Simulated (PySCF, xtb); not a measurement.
5-(furan-2-yl)pyrimidine (C8H6N2O), SMILES o1cccc1-c1cncnc1.

GFN2-xTB run with xtb at its own geometry gives an orbital gap of 2.50 eV and a dipole moment of 3.12 D.

Geometry: B3LYP-D3(BJ)/def2-SVP. Other conformers were not sampled.

Q: What does PBE/def2-SVP in PySCF give? (Estimate from the structure and the level; the computed values follow.)

A: gap 3.24 eV (levels -5.59 and -2.34 eV), dipole 3.29 D.
